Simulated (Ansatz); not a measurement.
Job for Ansatz (a first-principles code): R-CCSD(T)/cc-pVQZ on H2Se2 (SMILES [SeH][SeH]), a point of a torsion scan. The run froze 28 orbitals, filled d shells among them.

Ansatz 0.2 input:
```yaml
crystal:
  periodic: [false, false, false]
  atoms:
    - {symbol: Se, position_ang: [-1.09076777, 0.65351628, 0.34794035]}
    - {symbol: Se, position_ang: [1.08529446, 0.53230810, -0.36025170]}
    - {symbol: H, position_ang: [-1.58058820, -0.51715567, -0.36638728]}
    - {symbol: H, position_ang: [0.82048348, 0.66132108, -1.78639724]}
basis:
  gaussian:
    orbitals: cc-pVQZ
magnetization: {spin_polarized: false}
correlation: {method: ccsd_t, electrons: outside_noble_gas}
scf: {lower_state_search: off}
```

**Question.** What total energy does the run end on?

**Answer.** -4801.3439 hartree (reference determinant -4800.9546, T1 diagnostic 0.011).

**Question.** How many basis functions does it have, and what does it roughly cost on one machine?

**Answer.** 196 functions; around 16 core-seconds (rough).
